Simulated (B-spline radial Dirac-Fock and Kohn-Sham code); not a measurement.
How the settings move the core levels of Yb³⁺

ΔSCF core binding energies without Breit or QED terms, calculated with a radial finite-basis atomic code. Keys: rel is the Hamiltonian (dirac, or spin-free x2c and nr, where L3 and M5 stand for the whole 2p and 3d shells), method is hf or an exchange,correlation pair (spin-unpolarised, also for the hole states), nuc the nuclear model, radius_factor scales its radius, rmax is the box in bohr, h the logarithmic mesh step, order the B-spline order, points the quadrature points per cell, c_factor scales the speed of light, and damp, ndamp, maxit and tol steer the iteration. The run stops when the commutator error falls below 10·tol·max(1, Z/10), or the numerical noise floor, and the energy has settled to about 1e-8 Ha; the virial ratio is −V/T.

Base input:

```json
{"items": [{"Z": 70, "q": 3, "cfg": [[1, 0, 2], [2, 0, 2], [2, 1, 6], [3, 0, 2], [3, 1, 6], [3, 2, 10], [4, 0, 2], [4, 1, 6], [4, 2, 10], [4, 3, 13], [5, 0, 2], [5, 1, 6]], "A": 174, "rrms": 5.3108, "do": "settings", "holes": ["K", "L3", "M5"],
  "settings": [{"rel": "dirac", "method": "hf", "nuc": "fermi", "radius_factor": 1.0, "rmax": 45.0, "h": 0.3, "order": 8, "points": 10, "c_factor": 1.0, "maxit": 60, "damp": 0.5, "ndamp": 3, "tol": 1e-08}]}]}
```

The ground state converged in 10 iterations, with total energy -14066.25669 Ha, virial ratio 1.90054 and highest orbital energy -47.57 eV. ΔSCF binding energies: K (1s) 61655.2 eV, L3 (2p3/2) 9003.2 eV, M5 (3d5/2) 1567.3 eV.

Changes from the base run:

```csv
changed setting,Δ total energy (Ha),Δ K (eV),Δ L3 (eV),Δ M5 (eV),iterations
rel = "x2c",?,?,?,?,?
radius_factor = 0.5; h = 0.5; order = 9,-0.90208,+12.96,-0.17,+0.11,10
"method = "wc,pbe"",-5.30382,+37.79,-34.04,-9.40,10
tol = 1e-06,0.00000,0.00,0.00,0.00,8
h = 0.5,+0.53735,+0.71,+0.72,+0.95,10
rel = "x2c"; radius_factor = 0.5; c_factor = 100.0,+676.35318,-4428.57,-32.76,+33.56,8
rmax = 80.0,0.00000,0.00,0.00,0.00,10
```

Q: What does the change rel = "x2c" do?

A: The total energy moves by +12.94366 Ha and the binding energies by K -65.41 eV, L3 +316.39 eV, M5 +19.29 eV; the run takes 10 iterations.
